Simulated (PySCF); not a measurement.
GeH11NSi3.
Numbering: `[SiH3:1][GeH2:2][N:3]([SiH3:4])[SiH3:5]`

Cartesian coordinates in Å at the PBE0-D3(BJ)/def2-SVP level; atoms count from 1:
```
atom  x, y, z in Å
Si1    2.6318   -0.0848   -0.7782
Ge2    0.6650    1.1373   -0.1988
N3    -0.7067   -0.0744    0.1683
Si4   -1.2981   -1.1036   -1.1134
Si5   -1.2436   -0.2498    1.8219
H6     2.3459   -0.9321   -1.9761
H7     3.0134   -0.9693    0.3639
H8     3.7644    0.8396   -1.0909
H9     0.2017    2.0791   -1.3293
H10    0.8573    1.9501    1.0994
H11   -0.7278   -2.4879   -1.0608
H12   -2.7870   -1.2193   -1.0578
H13   -0.8923   -0.4891   -2.4159
H14   -2.3383   -1.2680    1.8444
H15   -1.7559    1.0453    2.3676
H16   -0.1422   -0.7126    2.7249
```

A calculation gives these core lines: N 1s: 403.53 eV; Si 1s: 1846.32 (area 1), 1846.79 (area 2) eV; Si 2p3/2: 106.61 (area 1), 106.92 (area 2) eV.

Method used: PySCF 2.14.0, delta-SCF UKS SCAN, pcX-2 on the ionised atom, pcseg-1 elsewhere, spin-free X2C. The structure is a single PBE0-D3(BJ)/def2-SVP conformer in the gas phase; no vibrational or solvent corrections.

Question: Which silicon gives which Si 1s line?

Answer: 1846.32 eV: Si1 (SiH3 silicon); 1846.79 eV: Si4/Si5 (SiH3 silicon). The listed Si 1s values span 0.47 eV, from Si1 (bonded to 3 H and Ge) to Si4/Si5 (bonded to N and 3 H). Summing the Pauling electronegativity differences to the bonded atoms, each weighted by its formal bond order, gives +1.01 for the lowest site and +2.04 for the highest.

Question: Which silicon gives which Si 2p3/2 line?

Answer: 106.61 eV: Si1 (SiH3 silicon); 106.92 eV: Si4/Si5 (SiH3 silicon). The listed Si 2p3/2 values span 0.31 eV, from Si1 (bonded to 3 H and Ge) to Si4/Si5 (bonded to N and 3 H).

Bonded neighbours of each site: Si1: 3 H and Ge; N3: Ge and 2 Si; Si4/Si5: N and 3 H.

Question: What is the longest wavelength that can ionise Si 1s of Si4/Si5 vertically?

Answer: λ = hc/E = 12398.42 eV Å / 1846.79 eV = 6.713 Å.

One atom of each set of topologically equivalent atoms was ionised and stands for the set; in this conformer not all members are related by symmetry, and their own values weren't computed. For 2p shells one spin-free hole was relaxed; a mean-field spin–orbit operator and the ground-state splitting of the three 2p orbitals were then diagonalised within the shell. The shell's mean is (2 × 2p3/2 + 2p1/2)/3, and the degeneracies 2j + 1 give areas of 2:1. 2p1/2 minus 2p3/2 (ligand field included): Si 0.62 eV. No level of germanium is listed.

The run took 85 s on x86-64 server, one thread, shared host.
